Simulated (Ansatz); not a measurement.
Ansatz (a first-principles code) input (HF/3-21G): The .json file is the Basis Set Exchange's 3-21G.

Ansatz 0.2 input:
```yaml
crystal:
  periodic: [false, false, false]
  atoms:
    - {symbol: C, position_ang: [-1.11182444, 0.11844471, 0.11474830]}
    - {symbol: N, position_ang: [0.22704627, -0.02418766, -0.02343281]}
    - {symbol: C, position_ang: [1.38805398, -0.14787195, -0.14325718]}
    - {symbol: H, position_ang: [-1.63501646, -0.53235004, 0.78251592]}
    - {symbol: H, position_ang: [-1.61168466, 0.87822711, -0.44743296]}
basis:
  gaussian:
    orbitals: 3-21G.json
hamiltonian:
  xc: {name: HF}
magnetization: {spin_polarized: true, initial_magnetization: 1}
phonons: {temperatures: {t_min: 298.15, t_max: 298.15, t_step: 100}}
```

Output:

```
Functional definition: HF
integrals: 0.00 GiB planned
467 factors; integrals over basis functions are off by at most 7.1e-4 eV
mean field: 0.07 GiB planned
mean field evaluation 1: about -3550.7262 eV, gradient 1.1e1 eV
mean field evaluation 2: about -3550.8477 eV, gradient 1.1e1 eV
mean field evaluation 4: about -3552.0335 eV, gradient 2.2e0 eV
mean field evaluation 8: about -3552.1060 eV, gradient 3.5e-1 eV
mean field evaluation 16: about -3552.1132 eV, gradient 4.4e-5 eV
mean field -3552.11318704 eV, -130.5377519151 hartree, gradient 4.4e-5 eV, S^2 0.816383; 0 other end points of the search recorded, 0 dependent functions left out
the calculation of the forces begins
reference -3552.11318704 eV, -130.5377519151 hartree; 11, 10 occupied and 20, 21 virtual orbitals, 467 factors
these checks for a lower state are left out or cut short: stability, starts, cluster_reference, orbital_swaps, neighbouring_geometries, increment
integrals: 0.00 GiB planned
467 factors; integrals over basis functions are off by at most 7.1e-4 eV
mean field: 0.07 GiB planned
mean field -3552.11304602 eV, -130.5377467326 hartree, gradient 5.6e-6 eV, S^2 0.816643; 0 other end points of the search recorded, 0 dependent functions left out
the calculation of the forces begins
reference -3552.11304602 eV, -130.5377467326 hartree; 11, 10 occupied and 20, 21 virtual orbitals, 467 factors
these checks for a lower state are left out or cut short: stability, starts, cluster_reference, orbital_swaps, neighbouring_geometries, increment
integrals: 0.00 GiB planned
467 factors; integrals over basis functions are off by at most 7.1e-4 eV
mean field: 0.07 GiB planned
mean field -3552.11304582 eV, -130.5377467253 hartree, gradient 5.6e-6 eV, S^2 0.816123; 0 other end points of the search recorded, 0 dependent functions left out
the calculation of the forces begins
reference -3552.11304582 eV, -130.5377467253 hartree; 11, 10 occupied and 20, 21 virtual orbitals, 467 factors
these checks for a lower state are left out or cut short: stability, starts, cluster_reference, orbital_swaps, neighbouring_geometries, increment
integrals: 0.00 GiB planned
467 factors; integrals over basis functions are off by at most 7.1e-4 eV
mean field: 0.07 GiB planned
mean field evaluation 32: about -3552.1130 eV, gradient 2.3e-4 eV
mean field -3552.11303045 eV, -130.5377461602 hartree, gradient 2.8e-6 eV, S^2 0.815264; 0 other end points of the search recorded, 0 dependent functions left out
the calculation of the forces begins
reference -3552.11303045 eV, -130.5377461602 hartree; 11, 10 occupied and 20, 21 virtual orbitals, 467 factors
these checks for a lower state are left out or cut short: stability, starts, cluster_reference, orbital_swaps, neighbouring_geometries, increment
integrals: 0.00 GiB planned
467 factors; integrals over basis functions are off by at most 7.1e-4 eV
mean field: 0.07 GiB planned
mean field -3552.11303072 eV, -130.5377461703 hartree, gradient 2.6e-6 eV, S^2 0.817523; 0 other end points of the search recorded, 0 dependent functions left out
the calculation of the forces begins
reference -3552.11303072 eV, -130.5377461703 hartree; 11, 10 occupied and 20, 21 virtual orbitals, 467 factors
these checks for a lower state are left out or cut short: stability, starts, cluster_reference, orbital_swaps, neighbouring_geometries, increment
integrals: 0.00 GiB planned
467 factors; integrals over basis functions are off by at most 7.1e-4 eV
mean field: 0.07 GiB planned
mean field -3552.11307357 eV, -130.5377477449 hartree, gradient 9.1e-6 eV, S^2 0.817302; 0 other end points of the search recorded, 0 dependent functions left out
the calculation of the forces begins
reference -3552.11307357 eV, -130.5377477449 hartree; 11, 10 occupied and 20, 21 virtual orbitals, 467 factors
these checks for a lower state are left out or cut short: stability, starts, cluster_reference, orbital_swaps, neighbouring_geometries, increment
integrals: 0.00 GiB planned
467 factors; integrals over basis functions are off by at most 7.1e-4 eV
mean field: 0.07 GiB planned
mean field -3552.11307456 eV, -130.5377477812 hartree, gradient 9.9e-6 eV, S^2 0.815482; 0 other end points of the search recorded, 0 dependent functions left out
the calculation of the forces begins
reference -3552.11307456 eV, -130.5377477812 hartree; 11, 10 occupied and 20, 21 virtual orbitals, 467 factors
these checks for a lower state are left out or cut short: stability, starts, cluster_reference, orbital_swaps, neighbouring_geometries, increment
integrals: 0.00 GiB planned
467 factors; integrals over basis functions are off by at most 7.1e-4 eV
mean field: 0.07 GiB planned
mean field evaluation 64: about -3552.1131 eV, gradient 2.3e-6 eV
mean field -3552.11308968 eV, -130.5377483369 hartree, gradient 2.3e-6 eV, S^2 0.816333; 0 other end points of the search recorded, 0 dependent functions left out
the calculation of the forces begins
reference -3552.11308968 eV, -130.5377483369 hartree; 11, 10 occupied and 20, 21 virtual orbitals, 467 factors
these checks for a lower state are left out or cut short: stability, starts, cluster_reference, orbital_swaps, neighbouring_geometries, increment
integrals: 0.00 GiB planned
467 factors; integrals over basis functions are off by at most 7.1e-4 eV
mean field: 0.07 GiB planned
mean field -3552.11308918 eV, -130.5377483185 hartree, gradient 2.4e-6 eV, S^2 0.816435; 0 other end points of the search recorded, 0 dependent functions left out
the calculation of the forces begins
reference -3552.11308918 eV, -130.5377483185 hartree; 11, 10 occupied and 20, 21 virtual orbitals, 467 factors
these checks for a lower state are left out or cut short: stability, starts, cluster_reference, orbital_swaps, neighbouring_geometries, increment
integrals: 0.00 GiB planned
467 factors; integrals over basis functions are off by at most 7.1e-4 eV
mean field: 0.07 GiB planned
mean field -3552.11316433 eV, -130.5377510803 hartree, gradient 2.9e-6 eV, S^2 0.816358; 0 other end points of the search recorded, 0 dependent functions left out
the calculation of the forces begins
reference -3552.11316433 eV, -130.5377510803 hartree; 11, 10 occupied and 20, 21 virtual orbitals, 467 factors
these checks for a lower state are left out or cut short: stability, starts, cluster_reference, orbital_swaps, neighbouring_geometries, increment
integrals: 0.00 GiB planned
467 factors; integrals over basis functions are off by at most 7.1e-4 eV
mean field: 0.07 GiB planned
mean field -3552.11316342 eV, -130.5377510468 hartree, gradient 2.8e-6 eV, S^2 0.816409; 0 other end points of the search recorded, 0 dependent functions left out
the calculation of the forces begins
reference -3552.11316342 eV, -130.5377510468 hartree; 11, 10 occupied and 20, 21 virtual orbitals, 467 factors
Total energy: -3552.11318704 eV, -130.5377519151 hartree
Atom 0 at    -1.111824     0.118445     0.114748 Å, force    -0.000072     0.000008     0.000007 eV/Å
Atom 1 at     0.227046    -0.024188    -0.023433 Å, force     0.000076    -0.000008    -0.000008 eV/Å
Atom 2 at     1.388054    -0.147872    -0.143257 Å, force    -0.000463     0.000049     0.000048 eV/Å
Atom 3 at    -1.635016    -0.532350     0.782516 Å, force     0.000232     0.000163    -0.000187 eV/Å
Atom 4 at    -1.611685     0.878227    -0.447433 Å, force     0.000226    -0.000212     0.000140 eV/Å
Dipole moment:    -0.650263     0.069274     0.067112 e Å
Vibrations: 338.32 424.92 477.62 1098.10 1238.74 1583.95 2146.51 3318.05 3450.36 cm⁻¹, zero-point energy 0.872636 eV
```

The blocks after the first are displaced geometries, from whose forces the wavenumbers follow.
